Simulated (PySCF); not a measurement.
Species: C₃H₈Cl₂O₂Si.
Structure used (PBE0-D3(BJ)/def2-SVP), in Å, numbered top down from 1:
```xyz
16
C3H8Cl2O2Si angstrom
C      2.213    0.560   -0.720
O      1.773   -0.453    0.141
Si     0.818   -0.331    1.483
O     -0.736   -0.838    1.141
C     -1.340   -0.959   -0.102
C     -2.167    0.272   -0.434
Cl    -1.129    1.716   -0.553
Cl    -3.055   -0.002   -1.944
H      1.581    0.614   -1.622
H      3.247    0.345   -1.031
H      2.197    1.554   -0.240
H      1.320   -1.277    2.509
H      0.825    1.074    1.983
H     -2.033   -1.817   -0.088
H     -0.610   -1.124   -0.915
H     -2.900    0.483    0.354
```

All values: wB97X-D/def2-SVPD (PySCF, non-relativistic), on one gas-phase PBE0-D3(BJ)/def2-SVP geometry that isn't relaxed in the solvent. The solvent is an IEF-PCM continuum (cavity from Bondi-type radii × 1.2), and excitations are vertical TDDFT with non-equilibrium linear response and a frozen core. The model holds no explicit solvent molecules, cavitation or dispersion.

Gas-phase singlets (H = HOMO, L = LUMO):

```
state  E (eV)  λ (nm)      f  leading configuration
   S1   7.072     175  0.003                H→L 40%
   S2   7.284     170  0.014              H-2→L 45%
   S3   7.512     165  0.003              H-5→L 44%
   S4   7.708     161  0.010              H-6→L 19%
   S5   7.811     159  0.003              H→L+2 50%
```

Problem. What are the lowest 5 singlets in benzene (ε = 2.271)?

Solution. 
```tsv
state	E (eV)	λ (nm)	f	leading configuration	change by rank (eV)
S1	7.070	175	0.003	H→L 40%	-0.002
S2	7.306	170	0.021	H-2→L 39%	+0.022
S3	7.521	165	0.004	H-5→L 41%	+0.009
S4	7.729	160	0.015	H-7→L 17%	+0.021
S5	7.796	159	0.004	H→L+2 47%	-0.015
```

Problem. How does the list change in chloroform (ε = 4.711)?

Solution. 
```tsv
state	E (eV)	λ (nm)	f	leading configuration	change by rank (eV)
S1	7.076	175	0.003	H→L 40%	+0.004
S2	7.330	169	0.020	H-3→L 41%	+0.046
S3	7.534	165	0.004	H-5→L 39%	+0.022
S4	7.748	160	0.016	H-7→L 17%	+0.040
S5	7.801	159	0.003	H→L+2 46%	-0.010
```

Problem. How do the frontier levels move from gas to chloroform?

Solution. 
```csv
orbital,gas (eV),solvent (eV),change (eV),"Löwdin shares, gas","Löwdin shares, solvent"
LUMO+2,2.11,2.19,+0.08,"Si3 21 %, Cl8 11 %, C1 9 %, O2 9 %","Si3 22 %, Cl8 10 %, O2 10 %, C1 9 %"
LUMO+1,1.98,2.06,+0.08,"Cl7 27 %, Cl8 21 %, C6 15 %, Si3 9 %","Cl7 30 %, Cl8 21 %, C6 16 %, Si3 9 %"
LUMO,1.48,1.56,+0.08,"Cl7 34 %, Cl8 31 %, C6 23 %","Cl8 34 %, Cl7 32 %, C6 23 %"
HOMO,-10.18,-10.11,+0.07,"O4 26 %, Si3 13 %, O2 11 %, H12 9 %","O4 25 %, Si3 12 %, O2 12 %, H12 8 %"
HOMO-1,-10.50,-10.41,+0.09,"O2 44 %, O4 13 %, C1 12 %, H9 7 %","O2 43 %, O4 13 %, C1 12 %, H9 7 %"
HOMO-2,-10.78,-10.74,+0.04,"Cl7 35 %, Cl8 30 %, O2 12 %","Cl7 30 %, Cl8 25 %, O2 17 %, C1 5 %"
HOMO-3,-10.98,-10.94,+0.04,"Cl8 35 %, Cl7 21 %, O2 20 %, C1 5 %","Cl8 35 %, Cl7 24 %, O2 18 %, C1 5 %"
```

The HOMO–LUMO gap goes from 11.66 to 11.67 eV.

The run took about 2.2 min of CPU time (one thread, shared machine). This is the whole response run at wB97X-D/def2-SVPD in chloroform, SCF included.
